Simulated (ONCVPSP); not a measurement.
Scattering properties, ONCV potential for scandium (Sc)

- Element: Sc
- Generator: ONCVPSP 4.0.1
- Type: optimised norm-conserving Vanderbilt (ONCV)
- Functional: PBEsol
- Relativity: scalar-relativistic
- Frozen core: [Ne]
- Valence charge: 11
- Reference configuration: 3s2 3p6 3d1 4s2
- Partial waves: 3s+4s: rc 1.65 bohr, ncon 4, nbas 8, qcut 8.2 1/bohr, 2 projectors; 3p: rc 1.85 bohr, ncon 4, nbas 9, qcut 5.9 1/bohr, 2 projectors, debl 1.6 Ha; 3d: rc 1.40 bohr, ncon 4, nbas 7, qcut 6.5 1/bohr, 2 projectors, debl 2.7 Ha
- Local potential: polynomial inside 1.40 bohr (lpopt 5, dvloc0 2 Ha)
- Core correction: none

The phase is arctan(r·R′/R) of the radial function R(r), unwrapped; energies in Ha, scanned from -4 to 5 Ha. A pole is an energy at which the radial function vanishes at the test radius. The pseudo phase is shifted by a multiple of π to meet the all-electron one at the reference energy, and phase errors are pseudo minus all-electron; the curves can meet again beyond the range given. Levels narrower than the energy grid can be missing from the lists of poles.

| channel | radius (bohr) | reference energy (Ha) | poles, all-electron | poles, pseudo | unbroken range about the reference energy with phases within 0.05 rad | phase error 1 Ha above the reference energy (rad) |
| --- | --- | --- | --- | --- | --- | --- |
| s | 1.68 | -0.15 | -1.48 | -1.48 | the whole range | -0.000 |
| p | 1.88 | -1.23 | -0.86 | -0.86 | the whole range | -0.000 |
| d | 1.42 | -0.12 | 1.42 | 1.43 | the whole range | +0.000 |

Phases in the s channel:

```
E (Ha)  all-electron  pseudo
 -3.98         1.163   1.163
 -3.74         1.117   1.117
 -3.50         1.051   1.051
 -3.26         0.950   0.949
 -3.02         0.774   0.774
 -2.78         0.426   0.426
 -2.54        -0.241  -0.242
 -2.30        -0.905  -0.905
 -2.06        -1.252  -1.252
 -1.82        -1.430  -1.430
 -1.58        -1.538  -1.538
 -1.34        -1.613  -1.613
 -1.10        -1.672  -1.672
 -0.86        -1.722  -1.722
 -0.62        -1.770  -1.770
 -0.38        -1.818  -1.818
 -0.14        -1.869  -1.869
  0.10        -1.928  -1.928
  0.34        -2.000  -2.000
  0.58        -2.091  -2.091
  0.82        -2.213  -2.214
  1.06        -2.387  -2.388
  1.30        -2.639  -2.640
  1.54        -2.983  -2.987
  1.78        -3.375  -3.380
  2.02        -3.717  -3.723
  2.26        -3.964  -3.970
  2.50        -4.134  -4.139
  2.74        -4.252  -4.256
  2.98        -4.337  -4.342
  3.22        -4.401  -4.406
  3.46        -4.451  -4.456
  3.70        -4.492  -4.496
  3.94        -4.525  -4.529
  4.18        -4.552  -4.557
  4.42        -4.576  -4.581
  4.66        -4.597  -4.602
  4.90        -4.615  -4.621
```
